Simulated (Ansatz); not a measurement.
A run for Ansatz (a program for electronic structure): U-B3LYP/def2-TZVPP on ReS, 2S+1 = 6, a spin state set in the input, which need not be the lowest, a point of a bond scan (R = 2.131 Å). Elements past Kr take the def2 small-core potentials; no spin–orbit coupling.

Ansatz 0.2 input:
```yaml
crystal:
  periodic: [false, false, false]
  atoms:
    - {symbol: Re, position_ang: [0.00000000, 0.00000000, 0.00000000]}
    - {symbol: S, position_ang: [0.00000000, 0.00000000, 2.13147700]}
basis:
  gaussian:
    orbitals: def2-TZVPP
    pivot_positions_ang: [[0.00000000, 0.00000000, 0.00000000], [0.00000000, 0.00000000, 2.13147700]]
hamiltonian:
  xc: {name: B3LYP}
magnetization: {spin_polarized: true, initial_magnetization: 5}
output: {forces: true, orbitals: {seedname: ./end}}
```

Program output:

```
WARN ansatz: RAYON_NUM_THREADS=1 ignored (pool sized by the plan → 1); use --threads N
Functional definition: B3LYP
integrals: 0.03 GiB planned
684 factors; their error is unknown
mean field: 0.38 GiB planned
mean field evaluation 1: about -12962.9216 eV, gradient 2.1e1 eV
mean field evaluation 2: about -12953.5629 eV, gradient 4.8e1 eV
mean field evaluation 4: about -12965.3363 eV, gradient 3.1e0 eV
mean field evaluation 8: about -12965.4067 eV, gradient 3.5e-2 eV
mean field evaluation 16: about -12965.4155 eV, gradient 3.1e-5 eV
mean field -12965.41547273 eV, -476.4702303487 hartree, gradient 3.1e-5 eV, S^2 8.769933; 1 other end points of the search recorded, 0 dependent functions left out
the calculation of the forces begins
reference -12965.41565078 eV, -476.4702368918 hartree; 18, 13 occupied and 80, 85 virtual orbitals, 684 factors
Total energy: -12965.41565078 eV, -476.4702368918 hartree
Atom 0 at     0.000000     0.000000     0.000000 Å, force    -0.000000     0.000000    -0.253318 eV/Å
Atom 1 at     0.000000     0.000000     2.131477 Å, force     0.000000    -0.000000     0.253318 eV/Å
Dipole moment:     0.000000     0.000000    -0.797084 e Å
```

The run converged.

Cost: very roughly 1.9 core-seconds.
